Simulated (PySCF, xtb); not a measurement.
C4H9FO, SMILES COC[C@H](C)F.

GFN2-xTB (xtb) at its own geometry gives an orbital gap of 11.52 eV and a dipole moment of 3.02 D.

Geometry optimised at PBE-D3(BJ)/def2-SVP. One conformer was computed; it need not be the lowest.

What does PySCF with B3LYP/def2-TZVP give? (An estimate is asked for; the answer gives what the named calculation found.)

gap 8.13 eV (levels -7.42 and 0.71 eV), dipole 2.44 D.
